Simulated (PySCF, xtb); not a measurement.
(Z)-1,2-difluoro-1-methoxyethene (C3H4F2O), SMILES CO/C(F)=C/F.

xtb with GFN2-xTB at its own geometry gives an orbital gap of 4.88 eV and a dipole moment of 3.30 D.

The structure is a stationary point at PBE0-D3(BJ)/def2-SVP. The values are those of a single conformer.

What does ωB97X/def2-TZVP (PySCF) give? (The exact figures need the calculation; the answer reports its results.)

gap 12.28 eV (levels -9.26 and 3.02 eV), dipole 2.64 D.
